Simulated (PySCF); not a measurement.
Level of theory: PySCF 2.14.0 with TPSSh-D3(BJ)/def2-TZVP // PBE-D3(BJ)/def2-SVP. All species are isolated molecules in the gas phase. One relaxed conformer stands for a flexible species; it need not be the lowest. 

Reference species: [Zn(OH)2] (neutral, multiplicity 1).

```yaml
charge on the central atom (Mulliken): 0.60 e
charge on the central atom (meta-Löwdin): 1.28 e
coordination_number: 2
```

Changed species: [Zn(H)2] (2 of 2 OH replaced by H; the reference has 0 of 2 OH replaced by H).

Problem. Give the shifts of the charge on the central atom (Mulliken), charge on the central atom (meta-Löwdin) and coordination number.

Solution. the charge on the central atom (Mulliken) drops by 0.49 e, to 0.11 e; the charge on the central atom (meta-Löwdin) falls by 0.40 e, to 0.88 e; the coordination number hardly moves.
